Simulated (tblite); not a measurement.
C6H11PSe.
Structure used (GFN2-xTB), in Å, numbered top down from 1:
```xyz
19
C6H11PSe angstrom
C      2.5704    0.3099    0.3606
C      1.6264    0.0299   -0.8100
C      0.2134   -0.1368   -0.3468
C     -0.4771   -1.2699   -0.3800
C     -1.8763   -1.2493    0.1558
P     -2.2788    0.5502    0.2050
Se    -3.5925    1.2792    1.6372
C     -0.5047    1.0483    0.2440
H      2.3297    1.2577    0.8358
H      3.5981    0.3541    0.0095
H      2.4931   -0.4806    1.1036
H      1.6803    0.8601   -1.5194
H      1.9448   -0.8786   -1.3244
H     -0.0742   -2.1955   -0.7593
H     -1.9257   -1.6443    1.1776
H     -2.5821   -1.8157   -0.4559
H     -2.6129    0.8033   -1.1315
H     -0.3210    1.9780   -0.2993
H     -0.2206    1.2090    1.2902
```

All values are computed: GFN2-xTB (tblite) harmonic vibrations without scaling, gas phase. The method is semi-empirical: single wavenumbers can be off by several per cent or more. Modes of hydrogen on phosphorus can be 10 to 20 % off. One conformer, not necessarily the lowest.

Harmonic wavenumbers (cm⁻¹): 44.7, 52.7, 111.4, 164.3, 193.6, 219.8, 278.9, 324.9, 355.1, 480.2, 558.5, 579.6, 683.1, 730.8, 736.5, 766.7, 803.0, 823.0, 863.8, 882.3, 893.5, 1005.5, 1009.0, 1043.0, 1064.4, 1082.4, 1095.9, 1151.5, 1186.2, 1212.5, 1233.9, 1293.4, 1321.4, 1408.2, 1413.5, 1415.4, 1477.0, 1500.9, 1502.9, 1713.2, 2189.8, 2905.0, 2913.9, 2955.2, 2957.7, 2960.2, 2989.8, 3039.0, 3041.4, 3046.4, 3097.6.

A = 3066, B = 501.7, C = 457.2 MHz; mass 193.976 u (most abundant isotopes); point group C1, symmetry number 1.

Zero-point energy?

Half the sum of the wavenumbers: 33386 cm⁻¹ = 399.39 kJ/mol.

Entropy at 350 K, 1 bar (ideal gas, RRHO, classical rotation)?

Translation 177.89, rotation 129.63, vibration 138.97: S = 446.5 J/(mol K).

And Cp and H(350 K) − H(0)?

Cp = 179.05 J/(mol K), of which vibrations give 145.79 (their classical limit is 51 R = 424.0); H(350 K) − H(0) = 36.84 kJ/mol without the zero-point energy, 25.20 from vibrations.

Which modes carry the vibrational entropy at 350 K?

44.7 cm⁻¹: 22.41; 52.7 cm⁻¹: 21.05; 111.4 cm⁻¹: 14.88; 164.3 cm⁻¹: 11.73; 193.6 cm⁻¹: 10.43; 219.8 cm⁻¹: 9.43 J/(mol K); the other 45 give 49.03 together.

How do the functions run with temperature in this model?

```json
{"T (K)": "50", "S (J/(mol K))": "257.4", "Cp (J/(mol K))": "54.7", "H − H(0) (kJ/mol)": "2.13", "G − H(0) (kJ/mol)": "-10.74", "ln q(vib)": "0.63"}
{"T (K)": "100", "S (J/(mol K))": "302.1", "Cp (J/(mol K))": "76.1", "H − H(0) (kJ/mol)": "5.42", "G − H(0) (kJ/mol)": "-24.79", "ln q(vib)": "1.84"}
{"T (K)": "298.15", "S (J/(mol K))": "419.6", "Cp (J/(mol K))": "156.4", "H − H(0) (kJ/mol)": "28.14", "G − H(0) (kJ/mol)": "-96.97", "ln q(vib)": "6.77"}
{"T (K)": "373.15", "S (J/(mol K))": "458.3", "Cp (J/(mol K))": "188.8", "H − H(0) (kJ/mol)": "41.10", "G − H(0) (kJ/mol)": "-129.90", "ln q(vib)": "8.63"}
{"T (K)": "500", "S (J/(mol K))": "520.3", "Cp (J/(mol K))": "235.9", "H − H(0) (kJ/mol)": "68.15", "G − H(0) (kJ/mol)": "-192.01", "ln q(vib)": "11.78"}
{"T (K)": "750", "S (J/(mol K))": "629.4", "Cp (J/(mol K))": "301.3", "H − H(0) (kJ/mol)": "135.94", "G − H(0) (kJ/mol)": "-336.09", "ln q(vib)": "17.86"}
{"T (K)": "1000", "S (J/(mol K))": "722.3", "Cp (J/(mol K))": "343.8", "H − H(0) (kJ/mol)": "216.93", "G − H(0) (kJ/mol)": "-505.35", "ln q(vib)": "23.60"}
```

q(vib) and H(0) count from the zero-point level.

Hindered rotation and anharmonicity are outside this model. Other conformers, if any are populated, would add a mixing term that is left out. The structure is chiral; the term R ln 2 for an equal mix with its mirror image is left out.
